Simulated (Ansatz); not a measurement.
Computed with Ansatz on PBE0-D4/def2-TZVP structures; ΔE is electronic, products minus reactants. CCSD(T)/CBS adds triple-zeta CCSD(T) − MP2 to the extrapolated MP2 energy (def2 sets, frozen cores). DFT in def2-TZVPP. B3LYP here is the variant with VWN-RPA as its local correlation; programs differ in this. For As outer-core shells are correlated without core-valence functions, which leaves a few kJ/mol of doubt a bond. Scalar relativity is left out up to krypton. Each species was taken in one conformer, which may not be the lowest.

Reaction (redistribution): `O[SiH2][SiH]([SiH3])S` + `O[AsH2]` → `[SiH3][SiH](S)[AsH2]` + `O[SiH2]O`

`O[SiH2][SiH]([SiH3])S`:

```xyz
13

O    -0.641    2.480    0.991
Si   -0.965    0.856    1.023
Si    0.865   -0.120   -0.056
Si    0.361   -2.252   -0.871
S     1.291    1.130   -1.750
H    -1.317    3.081    1.310
H    -1.128    0.362    2.421
H    -2.229    0.551    0.292
H     2.030   -0.208    0.872
H     1.470   -2.764   -1.720
H     0.161   -3.185    0.270
H    -0.885   -2.201   -1.679
H     0.985    2.270   -1.104
```

`O[AsH2]`:

```xyz
5

O     1.012   -0.049   -0.455
As   -0.733    0.169   -0.067
H     1.148    0.235   -1.362
H    -0.917   -1.194    0.598
H    -0.511    0.839    1.287
```

`[SiH3][SiH](S)[AsH2]`:

Cartesian coordinates in Å:
```
Si 1.356 -0.173 -1.133
Si -0.686 0.370 -0.139
S -0.511 2.398 0.536
As -1.218 -1.024 1.700
H 1.275 -1.570 -1.636
H 1.684 0.734 -2.265
H 2.431 -0.088 -0.109
H -1.803 0.234 -1.117
H -1.729 2.447 1.104
H 0.224 -1.038 2.186
H -1.024 -2.290 0.873
```

`O[SiH2]O`:

Z-matrix (Å, degrees):
```
Si
O 1 1.642
O 1 1.642 2 113.5
H 1 1.481 2 111.5 3 116.9
H 1 1.481 2 103.8 3 -121.2
H 2 0.958 1 117.7 3 -66.0
H 3 0.958 1 117.7 2 -66.0
```

| level | ΔE (kJ/mol) | difference from CCSD(T)/CBS |
| --- | --- | --- |
| PBE-D4 | -167.7 | 21.0 |
| r2SCAN-D4 | -182.7 | 6.0 |
| PBE0-D4 | -177.2 | 11.5 |
| B3LYP-D4 | -178.1 | 10.6 |
| ωB97X-V | -175.6 | 13.1 |
| ωB97M-V | -184.8 | 3.9 |
| B2PLYP | -184.5 | 4.2 |
| PBE | -167.8 | 20.9 |
| r2SCAN | -183.0 | 5.7 |
| PBE0 | -177.5 | 11.2 |
| B3LYP | -178.2 | 10.5 |
| HF/def2-TZVPP | -191.6 | -2.9 |
| MP2/def2-TZVPP | -196.0 | -7.3 |
| SCS-MP2/def2-TZVPP | -188.9 | -0.2 |
| CCSD/def2-TZVPP | -186.3 | 2.4 |
| CCSD(T)/def2-TZVPP | -184.8 | 3.9 |
| HF/def2-QZVPP | -190.9 | -2.2 |
| MP2/def2-QZVPP | -198.0 | -9.3 |
| SCS-MP2/def2-QZVPP | -190.4 | -1.7 |
| HF/CBS(def2) | -190.8 | -2.1 |
| MP2/CBS(def2) | -199.9 | -11.2 |
| CCSD/CBS(def2) | -190.2 | -1.5 |
| CCSD(T)/CBS | -188.7 | 0 |

Largest T1 diagnostic among the species: 0.013.

From PBE to PBE0 (25 % exact exchange), in def2-TZVPP and without D4, ΔE moves by −9.6 kJ/mol.
